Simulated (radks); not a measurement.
The numbers below are computed, except where a source is named.
Isoelectronic series with 1 electrons, all held in the configuration 1s1, which need not be the ground one along the series. Code: a radial shooting solver on a logarithmic mesh with Libxc functionals. Model: scalar-relativistic Kohn-Sham, PBE, spin-polarised, spherical densities, finite nucleus; open shells are filled with parallel spins first (spin-orbit coupling, left out, can overturn this in heavy ions); Fermi nuclear charge, rms radius of each element as measured or else 0.836 A^(1/3) + 0.57 fm. Total energies (hartree) and mean radii <r> (bohr):

Cu28+: E (hartree) -425.14055; 1s up 0.05100
Zn29+: E (hartree) -455.34304; 1s up 0.04924
Ga30+: E (hartree) -486.62194; 1s up 0.04760
Ge31+: E (hartree) -518.98279; 1s up 0.04605
As32+: E (hartree) -552.43151; 1s up 0.04460
Se33+: E (hartree) -586.97390; 1s up 0.04324
Br34+: E (hartree) -622.61633; 1s up 0.04195
Kr35+: E (hartree) -659.36520; 1s up 0.04073
Rb36+: E (hartree) -697.22731; 1s up 0.03957
Sr37+: E (hartree) -736.20958; 1s up 0.03847
Zr39+: E (hartree) -817.56394; 1s up 0.03644
Nb40+: E (hartree) -859.95108; 1s up 0.03550
Mo41+: E (hartree) -903.48870; 1s up 0.03459
Tc42+: E (hartree) -948.18646; 1s up 0.03373
Ru43+: E (hartree) -994.05132; 1s up 0.03291
